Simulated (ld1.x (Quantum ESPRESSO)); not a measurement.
**What one change does to a pseudopotential (boron (B), PAW)**

boron, PAW, made with ld1.x (Quantum ESPRESSO) 7.5 (PW91, scalar-relativistic). Core [He], reference 2s2 2p1. Waves: 2s (bound): rcut 1.40, rcutus 1.65 bohr; 2s channel at 0.4 Ry: rcut 1.40, rcutus 1.65 bohr; 2p (bound): rcut 3.85, rcutus 4.35 bohr; 2p channel at 1.25 Ry: rcut 3.85, rcutus 4.35 bohr. Local part: all-electron potential smoothed inside 1.80 bohr (lloc = -1). Core correction: a·sin(br)/r model core inside 0.75 bohr. Augmentation charge: PSQ, inside the norm-conserving radii.

All-electron outer shells of the reference configuration (PW91, scalar-relativistic, ld1.x):

```
shell  level (eV)  outermost node (bohr)  outermost maximum (bohr)
   1s     -180.88                      –                      0.21
   2s       -9.49                   0.46                      1.52
   2p       -3.65                      –                      1.57
```

Change: wave 2s channel at 0.4 Ry: rcut 1.40, rcutus 1.65 bohr becomes 2s channel at -0.44 Ry: rcut 1.40, rcutus 1.65 bohr.

Cutoffs: the cutoffs (Ry, on a coarse ladder) from which the occupation-weighted sum of valence levels, in a spherical-Bessel basis at the reference potential, stays within 10 and 1 mRy of its value at 400 Ry; they do not see the model core or the augmentation charge, which bear on the density cutoff. Errors are all-electron minus pseudo energies relative to the spin-unpolarised reference configuration.

Problem. Predict the effect on cutoff, ghosts and configuration errors.

Solution. Both files are so soft that the ladder of cutoffs tells neither apart; of the 7 tests that both files solve, the error grows in 5 and shrinks in 1 by more than 15 % and 0.3 meV (median size 3.9 → 2.5 meV); neither file shows a bound ghost.

| quantity | base | changed |
| --- | --- | --- |
| cutoff, loose | 6 Ry | 6 Ry |
| cutoff, tight | 8 Ry | 8 Ry |
| bound ghosts | none | none |
| error for 2s2 2p0, meV [ΔE 8.27 eV] | +3.9 | +2.5 |
| error for 2s1 2p0, meV [ΔE 33.74 eV] | -16 | -19 |
| error for 2s2 2p0.5, meV [ΔE 2.91 eV] | +0.5 | +1.3 |
| error for 2s0 2p3, meV [ΔE 11.72 eV] | -2.2 | -2.2 |
| error for 2s2 2p1.3, meV [ΔE -0.75 eV] | 0.0 | +0.7 |
| error for 2s1 2p1, meV [ΔE 14.41 eV] | +24 | +36 |
| error for 2s1 2p2, meV [ΔE 5.85 eV] | +9.0 | +13 |
| s: phases at 4.70 bohr within 0.05 rad from the reference energy up to (Ry; the scan ends near 5) | to the end of the scan | to the end of the scan |
| p: phases at 4.70 bohr within 0.05 rad from the reference energy up to (Ry; the scan ends near 5) | 2.0 | 2.0 |
| lowest overlap eigenvalue by channel | s 0.55, p 0.77 | s 0.56, p 0.77 |
